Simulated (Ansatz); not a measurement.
Ge nanocrystals, hexagonal, H-capped: PBE0-D4/def2-SVP single points in Ansatz on relaxed structures, gas phase. Binding counts from free atoms in the multiplicity of their measured ground term, without zero-point energy. The structures are stationary points that may keep the symmetry of their start.

```csv
species,atoms,state,geometry,HOMO (eV),LUMO (eV),gap (eV),binding per atom (eV),point group (within 0.1 Å)
Ge18H24,42,singlet,PBE-D4/def2-SVP,-6.77,-1.42,5.35,2.92,D3h
Ge21H28,49,singlet,r2SCAN-D4/def2-SVP,-6.71,-1.36,5.35,2.93,–
"Ge23H30, rod",53,singlet,PBE-D4/def2-SVP,-6.75,-1.40,5.35,2.94,Cs
Ge24H30,54,singlet,PBE-D4/def2-SVP,-6.70,-1.52,5.18,2.96,–
```

The gap (eV) runs from 5.18 (Ge24H30) to 5.35 (Ge18H24). It falls with size. The binding per atom (eV) runs from 2.92 (Ge18H24) to 2.96 (Ge24H30). It rises with size.
